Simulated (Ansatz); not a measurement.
```xyz
14

O    -1.4041    1.0465    2.3347
Si   -0.1032    0.8355    1.3543
O     0.5144   -0.6871    1.4154
C    -0.5574    1.1002   -0.4207
C    -0.2611    0.3247   -1.4675
Ge    0.7704   -1.3381   -1.5279
H    -2.1979    0.5522    2.1226
H     0.8743    1.8245    1.8675
H     0.9984   -0.9529    2.1979
H    -1.1405    2.0024   -0.6215
H    -0.6224    0.6397   -2.4473
H     0.9347   -1.6658   -3.0271
H     0.0264   -2.5047   -0.8648
H     2.1679   -1.1773   -0.9156
```

The species carries charge 0 and has multiplicity 1.

Question: List the PBE0/def2-TZVPP orbital energies in eV (Ansatz 0.2.0). (Best estimate.)

Answer: Computed: Occupied: -10859.57, -1803.21, -1357.84, -1207.65, -1207.64, -1207.64, -522.85, -522.71, -278.63, -278.19, -170.56, -145.39, -120.35, -120.34, -120.34, -100.09, -100.06, -100.03, -33.20, -33.18, -33.18, -33.12, -33.11, -28.51, -27.98, -21.46, -16.86, -15.92, -14.93, -14.35, -12.70, -11.99, -11.27, -11.14, -9.85, -9.61, -9.60, -9.22, -8.93, -8.15, -7.97. Lowest empty: -1.02, 0.64, 1.18, 1.47, 1.58, 1.80, 2.45, 2.59.
